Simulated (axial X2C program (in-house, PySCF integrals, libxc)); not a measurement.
# Outer orbitals of TiSi⁻ at 2.329 Å, PBE0

Computed with an in-house all-electron X2C program for linear molecules (integrals from PySCF). Spin-free means the one-electron spin-free X2C Hamiltonian; two-component (2c) means X2C with spin–orbit coupling and atomic mean-field two-electron Coulomb and Gaunt terms, so the difference of the two also holds small scalar two-electron terms. Basis: Ti dyall-acv3z [11s11p7d4f2g], Si dyall-av3z [9s8p3d2f] (cores contracted in-house); Gaussian nuclei, density fitting, unrestricted open shells. Masses: Ti 47.948 u, Si 27.977 u.

The distance is close to the 2c PBE0 minimum; the highest filled and lowest empty levels are listed.

Spin-free orbitals, state M_S = 1/2, Λ = 3 (beyond evenly filled blocks: σα, π+α, π+β, π-β, δ+α) (Löwdin shares):

```csv
symmetry,occupied,ε (eV),atomic character
σβ,yes,-33.77,98% Ti p
π-β,yes,-33.72,99% Ti p
π+β,yes,-33.72,99% Ti p
σβ,yes,-6.93,"64% Si s, 13% Ti p, 10% Ti d"
σα,yes,-5.80,"60% Si s, 14% Ti d, 12% Ti p"
σα,yes,-0.63,"38% Si p, 30% Ti s, 17% Ti p"
δ+α,yes,-0.41,98% Ti d
σβ,yes,-0.38,"63% Si p, 23% Ti s, 5% Ti d"
σα,yes,-0.35,"57% Ti d, 23% Ti s, 9% Si p"
π-β,yes,-0.29,"62% Si p, 21% Ti d, 13% Ti p"
π+β,yes,-0.29,"62% Si p, 21% Ti d, 13% Ti p"
π+α,yes,-0.01,"70% Ti d, 24% Si p, 3% Ti p"
σα,no,1.63,"78% Ti p, 17% Ti s, 3% Si p"
σβ,no,1.68,"72% Ti p, 25% Ti s, 2% Si p"
π-α,no,1.74,"97% Ti p, 2% Si p"
π+α,no,1.74,98% Ti p
```

The lowest two-component determinant found has another configuration (Ω = 1/2 (⟨Sz⟩ = 0.50, ⟨Lz⟩ = 0.00 at PBE0)), so the levels differ by more than spin–orbit coupling. Its spinors:

```
   ω  occupied  ε (eV)              atomic character    λ mixture
 1/2       yes  -35.26                      99% Ti p  95% π, 5% σ
-3/2       yes  -34.91                      99% Ti p       100% π
-1/2       yes  -33.40                      98% Ti p  99% σ, 1% π
-1/2       yes   -6.85  64% Si s, 13% Ti p, 10% Ti s       100% σ
 1/2       yes   -6.12  60% Si s, 14% Ti d, 12% Ti p       100% σ
-1/2       yes   -0.91            86% Ti d, 11% Si p       100% π
 3/2       yes   -0.90            86% Ti d, 11% Si p       100% π
 1/2       yes   -0.89  50% Si p, 25% Ti s, 10% Ti p       100% σ
 1/2       yes   -0.39  62% Si p, 19% Ti d, 14% Ti p       100% π
-3/2       yes   -0.37  62% Si p, 19% Ti d, 14% Ti p       100% π
-1/2       yes   -0.34   52% Si p, 34% Ti s, 7% Ti p       100% σ
 1/2       yes   -0.20  43% Ti d, 29% Ti s, 11% Si p       100% σ
 1/2        no    1.65            83% Ti p, 14% Ti s       100% σ
-1/2        no    1.68   75% Ti p, 21% Ti s, 3% Si p       100% σ
-1/2        no    1.73                      97% Ti p       100% π
 3/2        no    1.73                      97% Ti p       100% π
```

How does the gap between the highest filled and lowest empty level change from the spin-free to the 2c table?

From 1.64 to 1.85 eV at PBE0, a change of 0.21 eV.

Mulliken charges and populations of the two-component result (they depend on the basis, above all on diffuse functions):

Ti -0.35 e (s 7.26 p 12.46 d 2.62 f 0.01), Si -0.65 e (s 5.89 p 8.71 d 0.04 f 0.01). ⟨Lz⟩ = 0.00 ħ and ⟨Sz⟩ = 0.50 ħ (1.07 and -0.57 on the two atoms), which add up to Ω.

The state is one determinant whose occupation by symmetry is held fixed; it was picked as the lowest of a PBE0 search that is not exhaustive. Density functionals use the spin component along the axis (collinear). Other states lie close and PBE0, whose exact exchange favours high spin, may order them wrongly; the determinant shown need not be the ground state. The nearest other spin-free determinant of the search, M_S = 1/2, Λ = 2, lies 0.019 eV up at the distance of the search. The functionals have no current-density term, which raises determinants with orbital currents, atoms included. With several unpaired electrons one determinant need not be a pure state. The determinant is spin-polarised beyond a pure state at some levels (its spin-free form has ⟨S²⟩ too high), which makes Re and μ there less reliable.
